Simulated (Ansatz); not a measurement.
H6O3Si2 (`O[SiH2][SiH](O)O`), relaxed with RKS PBE-D4/def2-SVP in Ansatz from a rough embedded geometry. The force threshold is 0.03 eV/Å; the program also tests the step.

The species carries charge 0 and has multiplicity 1.

Start:

```xyz
11

O     1.267   -0.387    1.849
Si    1.305   -0.235    0.253
Si   -0.799    0.555   -0.523
O    -2.052   -0.301    0.215
O    -1.037    0.388   -2.160
H     2.130   -0.572    2.270
H     1.573   -1.566   -0.358
H     2.372    0.674   -0.176
H    -0.936    1.991   -0.171
H    -1.955   -0.379    1.215
H    -1.868   -0.168   -2.414
```

```csv
step,energy (eV),largest force (eV/Å),largest move (Å)
1,-21972.2439,2.519,0.000
2,-21972.4642,1.297,0.199
3,-21972.5664,0.385,0.090
4,-21972.5855,0.187,0.142
5,-21972.5933,0.832,0.195
6,-21972.6468,0.276,0.200
7,-21972.6715,0.276,0.200
8 (rejected),-21972.6558,1.753,0.193
9,-21972.6962,0.160,0.094
10,-21972.7151,0.092,0.100
11,-21972.7272,0.244,0.146
12,-21972.7320,0.151,0.087
13,-21972.7368,0.238,0.116
14,-21972.7400,0.157,0.053
15,-21972.7426,0.109,0.059
16,-21972.7446,0.110,0.087
17,-21972.7457,0.054,0.039
18,-21972.7462,0.038,0.026
19,-21972.7463,0.020,0.014
```

End:

```xyz
11

O     0.683   -0.931    1.445
Si    1.274   -0.081    0.080
Si   -0.832    0.781   -0.579
O    -1.692    0.442    0.824
O    -1.464    0.066   -1.961
H     1.339   -1.371    2.014
H     1.955   -1.026   -0.883
H     2.311    0.942    0.489
H    -0.887    2.241   -0.896
H    -1.163   -0.159    1.397
H    -1.525   -0.905   -1.929
```

It took 7.5 s on 4 threads of an AMD EPYC 9R45 on a shared host, with 0.16 GiB of host memory at the peak.
